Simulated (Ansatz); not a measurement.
`[CH3][InH][CH2]F` + `[OH][GeH]([OH])[Cl]` → `C[O][GeH]([OH])[Cl]` + `F[CH2][InH2]`  (substitution at a C–In bond)

Gas-phase electronic energies from Ansatz, PBE0-D4/def2-TZVP geometries. CCSD(T)/CBS is the MP2 limit (def2-TZVPP, def2-QZVPP) plus CCSD(T) − MP2 in def2-TZVPP, frozen cores. Functionals use def2-TZVPP. def2 core potentials past Kr. For Ge, In outer-core shells are correlated without core-valence functions, which leaves a few kJ/mol of doubt a bond. Scalar relativity is left out up to krypton. One conformer a species, not always the lowest.

Problem. Is it downhill or uphill in electronic energy at CCSD(T)/CBS, and by how much? (Estimate.)

Solution. The calculation gave: Uphill: ΔE = +86.4 kJ/mol.

Problem. What do these levels give: PBE0-D4, PBE, PBE0, HF/def2-TZVPP, CCSD(T)/def2-TZVPP, MP2/def2-QZVPP? (Estimate.)

Solution. Ansatz gave: PBE0-D4 78.6, PBE 80.6, PBE0 80.0, HF/def2-TZVPP 64.2, CCSD(T)/def2-TZVPP 82.1, MP2/def2-QZVPP 94.6 kJ/mol.

Largest T1 diagnostic among the species: 0.013.

In def2-TZVPP, CCSD(T) changes the Hartree–Fock value by +17.9 kJ/mol (the triples alone add +1.6 kJ/mol) and MP2 by +28.0 kJ/mol.
